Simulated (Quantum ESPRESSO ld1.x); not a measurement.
Input file for ld1.x (Quantum ESPRESSO 7.5):

```
 &input
    zed=46.0,
    iswitch=1,
    rel=1,
    dft='REVPBE',
    config='[Kr] 4d9 5s1.5',
    verbosity='high',
    prefix='ld1',
    max_out_wfc=37,
    file_charge='ld1.rho',
 /
```

Command: `OMP_NUM_THREADS=1 ld1.x < ld1.in > ld1.out`

It prints:

```
     Program LD1 v.7.5 starts

     --------------------------- All-electron run ----------------------------

     scalar relativistic calculation

     atomic number is 46.00
     dft =REVPBE   lsd =0 sic =0 latt =0  beta=0.20 tr2=1.0E-14
     Exchange-correlation= REVPBE
                           (   1   4   4   4   0   0   0)
     mesh =2055 r(mesh) =  99.81901 a.u. xmin = -8.00 dx = 0.00800
     1 Ry =  13.60569312 eV, c = 137.03599908

     n l     nl                  e(Ry)          e(Ha)          e(eV)
     1 0     1S 1( 2.00)   -1776.274050755    -888.137025377 -24167.4396369
     2 0     2S 1( 2.00)    -259.351876799    -129.675938400  -3528.6620466
     2 1     2P 1( 6.00)    -232.495295737    -116.247647868  -3163.2596463
     3 0     3S 1( 2.00)     -46.769551315     -23.384775657   -636.3321627
     3 1     3P 1( 6.00)     -37.943190470     -18.971595235   -516.2434056
     4 0     4S 1( 2.00)      -6.270754657      -3.135377328    -85.3179635
     4 1     4P 1( 6.00)      -3.752621894      -1.876310947    -51.0570219
     3 2     3D 1(10.00)     -23.935964598     -11.967982299   -325.6653889
     4 2     4D 1( 9.00)      -0.240805004      -0.120402502     -3.2763190
     5 0     5S 1( 1.50)      -0.101849705      -0.050924853     -1.3857358

     final scf error:  6.0E-15 reached in  27 iterations

     Etot =  -10092.216379 Ry,   -5046.108190 Ha, -137311.598989 eV

     Ekin =   10468.348111 Ry,    5234.174055 Ha,  142429.131896 eV
     Encl =  -24387.689493 Ry,  -12193.844746 Ha, -331811.419216 eV
     Eh   =    4115.178902 Ry,    2057.589451 Ha,   55989.861289 eV
     Exc  =    -288.053899 Ry,    -144.026950 Ha,   -3919.172958 eV

     normalization and overlap integrals

     s(1S/1S) =  1.000000  <r> =   0.0319  <r2> =    0.0014  r(max) =   0.0207
     s(1S/2S) = -0.011013
     s(1S/3S) = -0.004534
     s(1S/4S) = -0.001933
     s(1S/5S) = -0.000463
     s(2S/2S) =  1.000000  <r> =   0.1383  <r2> =    0.0226  r(max) =   0.1166
     s(2S/3S) = -0.002760
     s(2S/4S) = -0.001136
     s(2S/5S) = -0.000271
     s(2P/2P) =  1.000000  <r> =   0.1206  <r2> =    0.0178  r(max) =   0.0932
     s(2P/3P) = -0.002255
     s(2P/4P) = -0.000851
     s(3S/3S) =  1.000000  <r> =   0.3792  <r2> =    0.1645  r(max) =   0.3407
     s(3S/4S) = -0.000746
     s(3S/5S) = -0.000174
     s(3P/3P) =  1.000000  <r> =   0.3786  <r2> =    0.1665  r(max) =   0.3353
     s(3P/4P) = -0.000615
     s(4S/4S) =  1.000000  <r> =   0.9448  <r2> =    1.0120  r(max) =   0.8482
     s(4S/5S) = -0.000103
     s(4P/4P) =  1.000000  <r> =   1.0395  <r2> =    1.2399  r(max) =   0.9115
     s(3D/3D) =  1.000000  <r> =   0.3576  <r2> =    0.1526  r(max) =   0.2835
     s(3D/4D) = -0.000349
     s(4D/4D) =  1.000000  <r> =   1.5140  <r2> =    2.8962  r(max) =   1.0869
     s(5S/5S) =  1.000000  <r> =   3.5256  <r2> =   14.9269  r(max) =   2.6415

     ------------------------ End of All-electron run ------------------------
```

Run on one thread of a shared host, so times are rough (Intel(R) Xeon(R) Processor @ 2.60GHz): 0.66 s of CPU time, 0.69 s wall, 27 iterations on 2055 mesh points.
